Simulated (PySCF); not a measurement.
GeBr2: from structure and modes to constants

All numbers come from PBE0/[Ge def2-TZVP, Br def2-TZVP], no relativity, density fitting, PySCF.

The singlet minimum has C2v symmetry. Masses (u): Ge 73.92118, Br 78.91834.

```xyz
3
charge 0 multiplicity 1, angstrom
Ge    0.0000    0.0000   -1.0144
Br    1.8071    0.0000    0.4750
Br   -1.8071    0.0000    0.4750
```

Harmonic wavenumbers (cm⁻¹): 102.9 (a1, ×1), 282.8 (b2, ×1), 292.4 (a1, ×1).

Question: Find the principal moments of inertia and the rotational constants. What kind of rotor is it?

Answer: About the centre of mass I = 111.69, 515.43, 627.12 u Å². With B = 16.8576/I this gives 0.1509, 0.03271, 0.02688 cm⁻¹. The molecule is an asymmetric top with κ = -0.91.

Question: Find the vibrational entropy and heat capacity at 298.15 K.

Answer: With u = 1.43878 ω/T, each mode gives S = R[u/(eᵘ−1) − ln(1−e⁻ᵘ)] and C = R u² eᵘ/(eᵘ−1)².
| ω (cm⁻¹) | u | S (J/(mol K)) | C (J/(mol K)) |
| --- | --- | --- | --- |
| 102.9 | 0.497 | 14.22 | 8.15 |
| 282.8 | 1.365 | 6.34 | 7.14 |
| 292.4 | 1.411 | 6.11 | 7.06 |
The sums over all modes are S = 26.7 and C = 22.3 J/(mol K); the softest mode gives 53 % of the entropy.

Question: Give the standard entropy (298.15 K, 1 bar) by its translational, rotational, vibrational and spin parts, and Cp.

Answer: Sackur–Tetrode with M = 231.76 u gives 176.8; rotation with symmetry number 2 gives 115.1; vibration 26.7; spin R ln 1 = 0.0. The total is 318.5 J/(mol K), and Cp = 4 R + 22.3 = 55.6 J/(mol K).
